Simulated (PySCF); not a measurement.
# One molecule, several mistakes: BCGeH6Si

All numbers below are calculated, not measured. They come from PySCF 2.14.0, an open-source quantum chemistry program, on an isolated molecule that a program drew, which may never have been made. The molecule is BCGeH6Si (charge 0, doublet), drawn as the SMILES string `B=[CH][GeH][SiH3]`.

Each row is a Hartree-Fock (HF) and frozen-core CCSD(T) single point in the cc-pV(D+d)Z basis, meant for a local HF minimum. Run 1 is clean. Each other run has one planted mistake out of seven kinds, and not every kind appears here: one electron removed, one electron added, multiplicity raised by two, geometry at a saddle point, minimal basis STO-3G, one bond length entered in bohr, all coordinates scaled. The reference is restricted for singlets and unrestricted otherwise, and also for a bond in bohr. Adding or removing an electron swaps singlet and doublet. Electrons count all cores. HOMO and LUMO are orbital energies over both spins, the gradient is its largest component, and the lowest frequency (negative if imaginary) is given only where the gradient is small. Bond lengths are over the 9 bonds as drawn. T1 is the CCSD diagnostic: over 0.02 (restricted) or 0.045 (unrestricted) a single reference is doubtful. Germanium has the cc-pVDZ-PP basis, with a core potential (ECP10MDF) in place of its 10 inner electrons, and its 3s, 3p and 3d shells are frozen in CCSD(T).

Geometry of the clean run:
```xyz
10
BCGeH6Si, angstrom
B    -1.7755   -2.4814   -3.3531
C    -1.5504   -1.1189   -3.3634
Ge    0.2998   -0.5822   -3.6170
Si    1.0823    0.9564   -1.9346
H    -1.8854   -3.6521   -3.3591
H    -2.2880   -0.3336   -3.2606
H     1.1709   -1.8548   -3.6953
H     1.1221    0.3481   -0.5823
H     2.4442    1.4194   -2.2906
H     0.1695    2.1238   -1.9043
```

| run | electrons | basis functions | <S^2> | HOMO (eV) | LUMO (eV) | gradient (hartree/bohr) | lowest frequency (cm^-1) | mean bond (Å) | longest bond (Å) | T1 | HF (hartree) | CCSD(T) (hartree) | mistake |
|---|---|---|---|---|---|---|---|---|---|---|---|---|---|
| 1 | 63 | 104 | 0.787 | -7.55 | 1.07 | 1.1e-05 | 78 | 1.5538 | 2.410 | 0.0197 | -648.27856 | -648.74379 | no fault |
| 2 | 64 | 104 | 0.000 | -0.70 | 6.79 | 4.4e-02 | - | 1.5538 | 2.410 | 0.0253 | -648.26948 | -648.77166 | one electron added |
| 3 | 62 | 104 | 0.000 | -14.76 | -5.81 | 4.1e-02 | - | 1.5538 | 2.410 | 0.0192 | -648.03071 | -648.48717 | one electron removed |
| 4 | 63 | 104 | 0.824 | -7.65 | 0.82 | 3.0e-02 | - | 1.6331 | 2.533 | 0.0251 | -648.25773 | -648.73086 | ? |

**Which mistake was planted in run 4, and what did it cost?**

The mean and the longest bond both change by the same factor, 1.051, and the gradient is no longer small. So the mistake is: all coordinates scaled. Subtracting run 1 and multiplying by 627.51 kcal/mol a hartree, the energy moved by 13.1 kcal/mol in HF and 8.1 kcal/mol in CCSD(T).

Cautions from the logs. Run 2: T1 is over the limit, so its CCSD(T) energy is less reliable.
